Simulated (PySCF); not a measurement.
C5H5F3SSi, SMILES F[Si](F)(F)Cc1cccs1 (GFN2-xTB optimised geometry):

```
15

F     -2.593    -3.859     1.825
Si    -1.605    -2.619     1.748
F     -0.231    -3.160     2.325
F     -2.129    -1.610     2.852
C     -1.455    -1.877     0.023
C     -0.531    -0.699     0.000
C      0.829    -0.699     0.000
C      1.381     0.602     0.000
C      0.433     1.571     0.007
S     -1.157     0.916     0.012
H     -1.083    -2.635    -0.671
H     -2.438    -1.567    -0.338
H      1.419    -1.598    -0.001
H      2.438     0.801    -0.004
H      0.563     2.635     0.008
```

Computed with PBE/def2-TZVP in PySCF.

Q: What are the frontier orbital energies and the dipole moment?

A: HOMO-2 -8.61 eV, HOMO-1 -6.46 eV, HOMO -5.85 eV, LUMO -1.57 eV, LUMO+1 -0.73 eV; dipole moment 2.62 D.

Meta-Löwdin charges at PBE/def2-TZVP: F1 -0.47, Si2 1.59, F3 -0.47, F4 -0.47, C5 -0.49, C6 -0.12, C7 -0.17, C8 -0.15, C9 -0.27, S10 0.29, H11 0.16, H12 0.15, H13 0.13, H14 0.14, H15 0.15.
